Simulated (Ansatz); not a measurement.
Isolated molecules relaxed with PBE0-D4/def2-TZVP in Ansatz; ΔE leaves out vibrations. CCSD(T)/CBS is the MP2 limit (def2-TZVPP, def2-QZVPP) plus CCSD(T) − MP2 in def2-TZVPP, frozen cores. Functionals use def2-TZVPP. HSE06 is defined as in plane-wave codes. For Br outer-core shells are correlated without core-valence functions, which leaves a few kJ/mol of doubt a bond. Scalar relativity is left out up to krypton. One conformer a species, not always the lowest.

`B[SiH2][SiH2]O` + `OB(Br)O[SiH3]` → `BB(O)Br` + `O[SiH2][SiH2]O[SiH3]`  (redistribution)

`B[SiH2][SiH2]O`:

Z-matrix (Å, degrees):
```
Si
Si 1 2.364
B 1 1.990 2 105.7
H 1 1.493 2 106.1 3 121.1
H 1 1.490 2 107.6 3 -122.9
O 2 1.653 1 111.6 3 -179.0
H 2 1.492 1 108.8 3 -55.9
H 2 1.483 1 111.0 3 63.6
H 3 1.195 1 120.9 2 85.8
H 3 1.195 1 121.0 2 -89.2
H 6 0.958 2 117.4 1 54.1
```

`OB(Br)O[SiH3]`:

```xyz
9

O     2.088    0.137   -1.224
B     1.039    0.328   -0.402
Br    1.037    1.863    0.819
O     0.004   -0.521   -0.415
Si   -1.426   -0.619    0.419
H     2.773    0.803   -1.132
H    -2.244    0.591    0.162
H    -2.114   -1.824   -0.095
H    -1.156   -0.758    1.869
```

`BB(O)Br`:

Cartesian coordinates in Å:
```
B 0.709 0.620 -0.816
B -0.190 -0.244 0.281
O 0.086 -1.325 1.019
Br -1.960 0.610 0.399
H 1.337 1.581 -0.478
H 0.655 0.377 -1.986
H -0.638 -1.620 1.581
```

`O[SiH2][SiH2]O[SiH3]`:

```xyz
13

O     1.250    1.646   -0.979
Si    1.269    0.068   -1.479
Si   -0.704   -1.046   -0.840
O    -0.955   -0.844    0.778
Si   -0.885    0.235    1.997
H     1.223    1.802   -0.033
H     1.394    0.107   -2.958
H     2.450   -0.658   -0.923
H    -1.882   -0.513   -1.581
H    -0.616   -2.508   -1.104
H     0.368    1.041    1.889
H    -0.872   -0.495    3.286
H    -2.041    1.165    1.948
```

Is it downhill or uphill in electronic energy at CCSD(T)/CBS, and by how much? (Best estimate.)

Computed: Uphill: ΔE = +7.4 kcal/mol.

What do these levels give: PBE-D4, BHLYP-D4, PBE-QIDH, PBE, revPBE, HSE06? (Estimate.)

Computed: PBE-D4 9.2, BHLYP-D4 6.0, PBE-QIDH 8.7, PBE 9.6, revPBE 9.4, HSE06 9.4 kcal/mol.

What do rigid-rotor, harmonic-oscillator terms from PBE0-D4/def2-TZVP frequencies (298.15 K, 1 bar) make of the CCSD(T)/CBS value? (Estimate.)

Computed: ΔZPE = 0.0 kcal/mol, ΔH = +7.4 kcal/mol, ΔS = 7 J/(mol·K), ΔG = +6.8 kcal/mol. Modes under 50 cm⁻¹ make the entropy rough.

Largest T1 diagnostic among the species: 0.014.

Leaving LDA and LC-ωPBE aside and taking each functional with its dispersion term where it has one, the values spread over 3.3 kcal/mol, from BHLYP-D4 to PBE-D4. LDA lies +1.3 kcal/mol from PBE without D4. In def2-TZVPP, CCSD(T) changes the Hartree–Fock value by +2.3 kcal/mol (the triples alone add +0.4 kcal/mol) and MP2 by +1.6 kcal/mol. At CCSD(T), def2-SVP lies +6.4 kcal/mol from the extrapolated value and def2-TZVPP +0.8 kcal/mol.
